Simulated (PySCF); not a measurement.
PySCF job for germanium monotelluride (GeTe), SMILES [Ge]=[Te] (connectivity only; charge and spin as stated), neutral, multiplicity 1, IEF-PCM-ωB97X/def2-SVP. The structure is a stationary point at r2SCAN-D4/def2-TZVP. The def2 effective core potentials stand for the cores of Te; spin–orbit coupling is left out.

```python
import numpy as np
from pyscf import gto, scf, dft
from pyscf.solvent import pcm

mol = gto.M(
    atom='''
    Ge    0.00000000    0.00000000   -1.45050450
    Te    0.00000000    0.00000000    0.89261816
    ''',
    basis='def2-SVP',
    ecp={'Te': 'def2-svp'},
    charge=0,
    spin=0,
    max_memory=1600,
    verbose=3,
)
mf = dft.RKS(mol, xc='wb97x').density_fit(auxbasis='def2-universal-jkfit')
mf.grids.level = 3
mf.conv_tol = 1e-9
mf.max_cycle = 100
mf.kernel()
res = {}
for name, eps in {'water': 78.355, '2-propanol': 19.264, 'toluene': 2.3741}.items():
    s = mf.PCM()
    s.with_solvent.method, s.with_solvent.eps, s.with_solvent.lebedev_order = 'IEF-PCM', eps, 29
    s.kernel(mf.make_rdm1())
    res[name] = (s.e_tot, eps, s.dip_moment(), s.mo_energy, s.converged)
    print(f'{name}: electrostatic solvation free energy {(s.e_tot - mf.e_tot) * 627.509474:.3f} kcal/mol')
```

Program output:

```
converged SCF energy = -2344.86917929368

WARN: PCM is an experimental feature. It is still in testing.
Features and APIs may be changed in the future.

converged SCF energy = -2344.87120193182
Dipole moment(X, Y, Z, Debye):  0.00000,  0.00000, -2.35807
water: electrostatic solvation free energy -1.269 kcal/mol

WARN: PCM is an experimental feature. It is still in testing.
Features and APIs may be changed in the future.

converged SCF energy = -2344.87105392824
Dipole moment(X, Y, Z, Debye): -0.00000, -0.00000, -2.28126
2-propanol: electrostatic solvation free energy -1.176 kcal/mol

WARN: PCM is an experimental feature. It is still in testing.
Features and APIs may be changed in the future.

converged SCF energy = -2344.87004284372
Dipole moment(X, Y, Z, Debye): -0.00000, -0.00000, -1.77396
toluene: electrostatic solvation free energy -0.542 kcal/mol
```

The calculation finished and met its thresholds.
